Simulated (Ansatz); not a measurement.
Input for Ansatz (a program for electronic structure): R-CCSD(T)/aug-cc-pVTZ on BeH2O (SMILES [BeH][OH]), atoms moved off the minimum.

Ansatz 0.2 input:
```yaml
crystal:
  periodic: [false, false, false]
  atoms:
    - {symbol: Be, position_ang: [-0.71116066, -0.36941664, 0.10522307]}
    - {symbol: H, position_ang: [-1.92371938, -0.94995870, 0.05890006]}
    - {symbol: O, position_ang: [0.50246007, 0.24596304, 0.00055068]}
    - {symbol: H, position_ang: [1.04395757, 0.81394131, 0.42321866]}
basis:
  gaussian:
    orbitals: aug-cc-pVTZ
magnetization: {spin_polarized: false}
correlation: {method: ccsd_t, electrons: outside_noble_gas}
scf: {lower_state_search: off}
output: {forces: true}
```

Task: Give the final energy of this run.

Result: -91.0724 hartree (reference determinant -90.7509, T1 diagnostic 0.012).

Task: How many basis functions does it have, and what does it roughly cost on one machine?

Result: 138 functions; about 40 core-seconds (a rough figure).
